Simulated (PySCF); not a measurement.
# Vibration and rotation of SnHg⁺

r²SCAN0 constants of SnHg⁺, ²Π (doublet), unpaired electrons π ↑ (Sn def2-SVP with ECP28, Hg def2-SVP with ECP60; scalar-relativistic core potentials (PySCF 2.14); masses 119.9022 and 201.9706 u):

```
ωe             : 106.9 cm⁻¹
ωexe           : 0.374 cm⁻¹
Be             : 0.026602 cm⁻¹
αe             : 0.000116 cm⁻¹
De to Sn⁺ + Hg : 0.96 eV
```

Problem. What force constant and bond length do these constants imply?

Solution. Reduced mass μred = 75.237 u; k = 5.8918×10⁻⁷·μred·ωe² (u, cm⁻¹, mdyn/Å) = 0.507 mdyn/Å; Re = √(16.8576/(μred·Be)) (u, cm⁻¹, Å) = 2.902 Å.

Problem. Estimate the centrifugal constant D from the Kratzer relation and find the Dunham coefficient a1.

Solution. D = 4Be³/ωe² = 6.59e-09 cm⁻¹; a1 = −1 − αeωe/(6Be²) = -3.92.

Spin–orbit coupling is left out, which matters for elements this heavy, above all for dissociation energies. For an ion De counts to the pair picked by the measured ionisation energies or electron affinities, which need not be the lowest pair at this level. The state is the lowest determinant that a PBE0 search found; another state may lie lower at other levels.
